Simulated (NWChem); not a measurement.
C2H2ClI; SMILES C(/Cl)=C/I

Results from NWChem. def2 effective core potentials on I; no spin-orbit coupling. Each level has its own optimisation; frequencies are unscaled. Brackets give each atom's bonded neighbours.

```
level                                                 r C–Cl (Å)  r C–C (Å)  r C–H [C(CClH)–H(C)] (Å)  r C–I (Å)  highest harmonic frequency (cm⁻¹)  lowest (cm⁻¹)  zero-point energy (kcal/mol)
----------------------------------------------------  ----------  ---------  ------------------------  ---------  ---------------------------------  -------------  ----------------------------
Hartree-Fock/STO-3G (all-electron, non-relativistic)           …      1.312                     1.086      2.066                                  …              …                             …
B3LYP/3-21G (all-electron, non-relativistic)               1.824      1.319                     1.080      2.131                               3259            124                          20.8
PBE0/def2-SVP (core potentials)                            1.712      1.333                     1.094      2.076                               3247            124                          20.9
```

**Question.** Some entries are withheld; supply them.

**Answer.** 
- Hartree-Fock/STO-3G (all-electron, non-relativistic), r C–Cl (Å): 1.775
- Hartree-Fock/STO-3G (all-electron, non-relativistic), highest harmonic frequency (cm⁻¹): 3721
- Hartree-Fock/STO-3G (all-electron, non-relativistic), lowest (cm⁻¹): 137
- Hartree-Fock/STO-3G (all-electron, non-relativistic), zero-point energy (kcal/mol): 24.4
